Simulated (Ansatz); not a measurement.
Computed with Ansatz on PBE0-D4/def2-TZVP structures; ΔE is electronic, products minus reactants. CCSD(T)/CBS is the MP2 limit (def2-TZVPP, def2-QZVPP) plus CCSD(T) − MP2 in def2-TZVPP, frozen cores. This one scheme is used for every species. DFT in def2-TZVPP. For Ge outer-core shells are correlated without core-valence functions, which leaves a few kJ/mol of doubt a bond. Scalar relativity is left out up to krypton.

Consider the ligand exchange at a Ge–N bond: `[NH2][GeH]` + H₂S → `[SH][GeH]` + NH₃.

`[NH2][GeH]`:

Z-matrix (Å, degrees):
```
N
Ge 1 1.816
H 1 1.008 2 121.9
H 1 1.007 2 125.6 3 180.0
H 2 1.602 1 92.6 3 180.0
```

H₂S:

```xyz
3

S    -0.021   -0.416   -0.458
H     0.901    0.467   -0.047
H    -0.879   -0.051    0.505
```

`[SH][GeH]`:

Cartesian coordinates in Å:
```
S 1.019 -0.385 0.712
Ge 0.288 1.013 -0.858
H -0.109 -1.065 0.969
H -1.199 0.437 -0.823
```

NH₃:

Cartesian coordinates in Å:
```
N -0.267 -0.054 0.073
H 0.064 -0.695 -0.637
H -0.161 0.882 -0.299
H 0.364 -0.133 0.862
```

| species | PBE0-D4 energy (Eh) |
| --- | --- |
| `[NH2][GeH]` | -2133.24824 |
| H₂S | -399.26288 |
| `[SH][GeH]` | -2476.00895 |
| NH₃ | -56.51608 |

(1) Work out ΔE.

(2) What do rigid-rotor, harmonic-oscillator terms from PBE0-D4/def2-TZVP frequencies (298.15 K, 1 bar) make of the CCSD(T)/CBS value? (Best estimate.)

Largest T1 diagnostic among the species: 0.015.

Results:

(1) ΔE = (-2476.00895) + (-56.51608) − (-2133.24824) − (-399.26288) = -0.01391 Eh = -0.38 eV. CCSD(T)/CBS gives -0.30 eV.

(2) The calculation gave: ΔZPE = +0.07 eV, ΔH = -0.23 eV, ΔS = -2 J/(mol·K), ΔG = -0.22 eV.

Leaving LDA and LC-ωPBE aside and taking each functional with its dispersion term where it has one, the values, not all of them listed here, spread over 0.13 eV, from PBE-D4 to CAM-B3LYP-D4. LDA lies +0.07 eV from PBE without D4. At CCSD(T), def2-SVP lies +0.13 eV from the extrapolated value and def2-TZVPP +0.03 eV.
